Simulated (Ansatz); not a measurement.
The same path of a periodic cell of 17 atoms, Si (host Si, host structure diamond, interstitial Si) was run twice with different band settings. Lost on the way: Si2–Si17. Made: Si7–Si17.

Computed with DFT PBE-D3(BJ), scalar-relativistic, plane waves, PAW in Ansatz 0.2.0. Settings: PAW set soft_1, cutoff 420 eV, k mesh 2x2x2, gaussian smearing 0.05 eV, no spin polarisation.

Relaxed end points:

```xyz
17
Lattice="0.0000 5.4300 5.4300 5.4300 0.0000 5.4300 5.4300 5.4300 0.0000" Properties=species:S:1:pos:R:3
Si -0.031 0.005 0.004
Si 1.336 1.387 1.384
Si 2.716 2.755 0.001
Si 4.078 4.073 1.363
Si 2.716 0.003 2.750
Si 4.078 1.364 4.071
Si 5.430 2.716 2.715
Si 6.783 4.071 4.068
Si 0.006 2.723 2.721
Si 1.341 4.057 4.056
Si 2.719 5.435 2.684
Si 4.099 6.817 4.051
Si 2.718 2.684 5.433
Si 4.099 4.052 6.814
Si 5.465 5.433 5.431
Si 6.786 6.794 6.793
Si 2.721 5.439 5.437
```

```xyz
17
Lattice="0.0000 5.4300 5.4300 5.4300 0.0000 5.4300 5.4300 5.4300 0.0000" Properties=species:S:1:pos:R:3
Si 0.004 0.008 0.000
Si 1.356 1.358 1.355
Si 2.707 2.710 0.000
Si 4.071 4.073 1.318
Si 2.709 0.005 2.708
Si 4.071 1.328 4.070
Si 5.451 2.693 2.687
Si 6.817 4.073 4.070
Si 0.002 2.711 2.707
Si 1.323 4.073 4.070
Si 2.692 5.452 2.688
Si 4.071 6.820 4.070
Si 2.690 2.693 5.452
Si 4.071 4.073 6.818
Si 5.452 5.454 5.452
Si 6.787 6.787 6.786
Si 4.071 4.073 4.070
```

Common settings: optimiser quadratic models (default); end points relaxed.

| run | movable images | climbing image | spring | start path | force threshold | iteration limit |
| --- | --- | --- | --- | --- | --- | --- |
| 1 | 3 | yes | 2.0 eV/Å² | IDPP | 0.03 eV/Å | 80 |
| 2 | 2 | no | 5.0 eV/Å² | default | 0.05 eV/Å | 50 |

What does each run give, and how far can it be trusted?

Run 1: converged after 34 iterations, highest image 0.304 eV above the first end. By the program's own check the climbing image is of a kind that is not told: the force calls were inconclusive, a negative curvature could not be distinguished from the path's own, the only one lies far off the path, or fixed occupations may fill a level only in part (lowest curvatures found: -0.24 and 0.51 eV/Å²).
Run 2: converged after 6 iterations, highest image 0.276 eV above the first end. No image climbed, so the highest image needn't sit at the top of the path.
Limits of this set-up: coarse k mesh.
